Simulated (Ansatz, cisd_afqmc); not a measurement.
System: In, charge 0, doublet.

Total energies in def2-SVP, 3 correlated electrons, 9 frozen orbitals. Open shells are spin-unrestricted; no spin-orbit coupling. Correlated methods leave the cores frozen (noble-gas shells, and filled d and f shells in the p block). Past Kr the def2 sets carry scalar-relativistic core potentials. AFQMC/CISD: phaseless, guided by CISD from CCSD amplitudes; bars are statistical, one sigma. Outlying blocks are dropped, and bars are widened where a walk drifts. Over all cases where full CI ran beside it in this data, AFQMC minus full CI had a median of +0.1 mEh and passed +0.4 mEh in a tenth of the cases. Spin-orbit terms, left out, reach several kcal/mol for Br and I, and more for heavier atoms.

| method | program | energy (Eh) | minus CCSDT (mEh) |
|---|---|---|---|
| HF | Ansatz | -189.20634 | 38.47 |
| MP2 | Ansatz | -189.23176 | 13.04 |
| CCSD | Ansatz | -189.24421 | 0.59 |
| CCSD(T) | Ansatz | -189.24461 | 0.19 |
| CCSDT | Ansatz | -189.24480 | 0.00 |
| AFQMC/CISD | cisd_afqmc | -189.2448 ± 0.0001 | 0.0 ± 0.1 |

Ansatz is a first-principles code.
